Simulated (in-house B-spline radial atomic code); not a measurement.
## B3LYP (VWN-RPA) excitations of Zn18+

Method: B3LYP (VWN-RPA). Computed with an all-electron radial atomic-structure program (B-spline basis): linear response of the closed shell [Ne] 3s2 with the functional's adiabatic kernel; non-relativistic, point nucleus, no spin-orbit coupling, no double excitations, S, P, D and F terms only.

Without relativity these are model numbers for so heavy an element.

Command:
```bash
python run_td.py task.json out
```
Settings (radii: box in bohr, nucleus in fm):
```
Z                        30
electrons                12
configuration            [Ne] 3s2
hamiltonian              nr
method                   b3lyp
box_radius               6.14
intervals                49
```

Cost of the run: 0.4 s on 1 thread of Arm Neoverse N1 (shared host).

The lowest states, in the order of their Tamm-Dancoff energies; the method's threshold (minus the highest occupied level) is 675.78 eV. Labels give the largest channel, * marks a mixed state, and oscillator strengths are full-response dipole values. Semilocal kernels can invert the small singlet-triplet splittings of Rydberg terms. Energies in eV:

```json
{"state": "3s → 3p 3P", "full response": "?", "Tamm-Dancoff": "?", "oscillator strength": "-"}
{"state": "3s → 3p 1P", "full response": "51.14", "Tamm-Dancoff": "52.54", "oscillator strength": "0.617"}
{"state": "3s → 3d 3D", "full response": "95.95", "Tamm-Dancoff": "96.16", "oscillator strength": "-"}
{"state": "3s → 3d 1D", "full response": "103.37", "Tamm-Dancoff": "103.39", "oscillator strength": "-"}
{"state": "3s → 4s 3S", "full response": "320.53", "Tamm-Dancoff": "320.55", "oscillator strength": "-"}
{"state": "3s → 4s 1S", "full response": "327.00", "Tamm-Dancoff": "327.06", "oscillator strength": "-"}
{"state": "3s → 4p 3P", "full response": "337.45", "Tamm-Dancoff": "337.46", "oscillator strength": "-"}
{"state": "3s → 4p 1P", "full response": "341.38", "Tamm-Dancoff": "341.42", "oscillator strength": "0.516"}
{"state": "3s → 4d 3D", "full response": "360.32", "Tamm-Dancoff": "360.34", "oscillator strength": "-"}
{"state": "3s → 4d 1D", "full response": "363.65", "Tamm-Dancoff": "363.67", "oscillator strength": "-"}
{"state": "3s → 4f 3F", "full response": "371.22", "Tamm-Dancoff": "371.28", "oscillator strength": "-"}
{"state": "3s → 4f 1F", "full response": "375.96", "Tamm-Dancoff": "375.97", "oscillator strength": "-"}
{"state": "3s → 5s 3S", "full response": "460.88", "Tamm-Dancoff": "460.89", "oscillator strength": "-"}
{"state": "3s → 5s 1S", "full response": "462.89", "Tamm-Dancoff": "462.91", "oscillator strength": "-"}
{"state": "3s → 5p 3P", "full response": "469.21", "Tamm-Dancoff": "469.21", "oscillator strength": "-"}
{"state": "3s → 5p 1P", "full response": "470.33", "Tamm-Dancoff": "470.34", "oscillator strength": "0.159"}
{"state": "3s → 5d 3D", "full response": "480.00", "Tamm-Dancoff": "480.00", "oscillator strength": "-"}
{"state": "3s → 5d 1D", "full response": "?", "Tamm-Dancoff": "?", "oscillator strength": "-"}
{"state": "3s → 5f 3F", "full response": "484.69", "Tamm-Dancoff": "484.71", "oscillator strength": "-"}
{"state": "3s → 5f 1F", "full response": "486.46", "Tamm-Dancoff": "486.47", "oscillator strength": "-"}
```

Q: Where does 3s → 5d 1D lie?

A: At 480.97 eV in full response, 480.98 eV in Tamm-Dancoff.

Q: Where does 3s → 3p 3P lie?

A: At 33.17 eV in full response, 34.01 eV in Tamm-Dancoff.

Q: How large is the singlet-triplet splitting of 3s → 3p (P terms) in Tamm-Dancoff?

A: 18.5 eV, from the unrounded values.

Q: What polarisabilities and dispersion coefficient does the method give?

A: Dipole 0.1822 bohr³, quadrupole 0.02621 bohr⁵, C6 0.05076 hartree·bohr⁶ for two such species.
